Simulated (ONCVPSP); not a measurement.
Potentials for Ti (Z = 22) compared

Generated with ld1.x 7.5 (TM, RRKJ, ultrasoft, PAW), atompaw 4.2 or ONCVPSP 4.0.1. The cutoff is in Ry: for ld1.x and atompaw files where the sum of valence levels is converged to 10 mRy in a Bessel basis, for ONCV files where the hardest occupied wave has 1 mHa per electron of residual kinetic energy. The error is the largest all-electron minus pseudo excitation energy over each file’s own four to seven test configurations (ionisations up to +4, promotions, holes and added fractions of an electron), all of which were solved. The labels leave out finer settings (local radius, basis sizes, second energies), which also bear on the numbers. Spin-polarised tests are not counted. The rows are a selection from randomly drawn settings: files with unsolved tests, undetermined cutoffs or missed reference levels are left out.

A true bound ghost makes a file unfit for plane-wave use even where its test errors are small: the radial tests pick states by their node count and pass the ghost by.

| potential | cutoff (Ry) | largest error (meV) | bound ghosts |
| --- | --- | --- | --- |
| ONCV, Wu-Cohen, scalar-relativistic, rc 1.35/1.15/1.40 (spd), local smoothed, core correction yes, reference 3s2 3p6 3d2.5 4s1.5, qcut 10.5/7/11.8, projectors 2/2/2 | 98 | +21 | none |
| ONCV, LDA (Perdew-Zunger), scalar-relativistic, rc 1.70/1.80/2.40 (spd), local smoothed, core correction yes, reference 3s2 3p6 3d2 4s1.5 4p0.5, qcut 7.1/6.8/7.8, projectors 3/2/2 | 39 | +150 | none |
| ONCV, PBE, scalar-relativistic, rc 1.65/2.05/2.60 (spd), local smoothed, core correction yes, reference 3s2 3p6 3d2 4s1.75 4p0.25, qcut 9.6/6.9/5.6, projectors 2/2/2 | 51 | +343 | none |

(1) Fill in the row for Ti: ONCV, LDA (Perdew-Wang 92), scalar-relativistic, rc 1.40/1.00/1.50 (spd), local smoothed, core correction yes, reference 3s2 3p6 3d2 4s1.75, qcut 10.7/8.4/12.1, projectors 3/2/1.

(2) Fill in the row for Ti: ONCV, PBE, scalar-relativistic, rc 2.80/1.75/2.00 (spd), local smoothed, core correction yes, reference 3p6 3d2 4s2, qcut 2.3/9.5/7.1, projectors 2/2/2.

(3) Fill in the row for Ti: ONCV, LDA (Perdew-Zunger), scalar-relativistic, rc 1.80/1.75/1.35 (spd), local d, core correction no, reference 3s2 3p6 3d2 4s2, qcut 8.5/9.9/9.8, projectors 2/2/0.

Answers

(1) cutoff 91 Ry, largest error +16 meV, bound ghosts: none.

(2) cutoff 43 Ry, largest error -269 meV, bound ghosts: s.

(3) cutoff 87 Ry, largest error +17 meV, bound ghosts: p.
